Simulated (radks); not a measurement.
Values are calculated unless marked as measured or tabulated.
Problem. These are the eigenvalues of the occupied orbitals of an atom or ion with whole-number occupations (eV). Code: a radial shooting solver on a logarithmic mesh with Libxc functionals. Model: scalar-relativistic Kohn-Sham, LDA (Slater exchange, Perdew-Wang correlation), spin-unpolarised, spherical densities, point nucleus.

| orbital | eigenvalue |
|---|---|
| 1s | -78396.81 |
| 2s | -13790.90 |
| 2p | -11958.16 |
| 3s | -3255.173 |
| 3p | -2721.594 |
| 3d | -2142.315 |
| 4s | -715.4009 |
| 4p | -540.3770 |
| 4d | -327.8809 |
| 5s | -123.2038 |
| 4f | -91.5967 |
| 5p | -77.1595 |
| 5d | -26.1748 |

Which element is it, and in what charge state? The configuration may be excited.

Solution. Z = 78, platinum, charge +2: Pt2+ in [Xe] 4f14 5d8. The list shows which subshells hold electrons but not how many an open one holds; the 1s level, -2881 hartree, gives Z - s = 75.9 by -(Z - s)^2/2, which with screening and relativity narrows Z to a few neighbours, and the depths of the outer levels then fix element, charge and occupations together.
